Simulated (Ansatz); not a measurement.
A structure relaxed at PBE0-D4/def2-TZVP, charge 0, multiplicity 1:

| atom | x (Å) | y (Å) | z (Å) |
| --- | --- | --- | --- |
| O1 | 1.484 | -1.154 | 0.143 |
| C2 | 1.182 | 0.199 | -0.060 |
| C3 | -0.270 | 0.390 | -0.447 |
| F4 | -0.502 | 1.694 | -0.697 |
| F5 | -0.517 | -0.302 | -1.594 |
| C6 | -1.264 | -0.113 | 0.602 |
| F7 | -1.065 | 0.569 | 1.751 |
| F8 | -2.521 | 0.116 | 0.184 |
| H9 | 1.443 | -1.605 | -0.706 |
| H10 | 1.791 | 0.662 | -0.846 |
| H11 | 1.369 | 0.725 | 0.877 |
| H12 | -1.130 | -1.181 | 0.792 |

Give its formula and SMILES.

C3H4F4O, `OCC(F)(F)C(F)F`.

Summarise the bond lengths by kind.

1 × C–O 1.401 Å; 1 × H–O 0.962 Å; 2 × C–C 1.515 to 1.530 Å; 3 × C–H 1.090 to 1.097 Å; 4 × C–F 1.345 to 1.362 Å.

Computed with Ansatz.
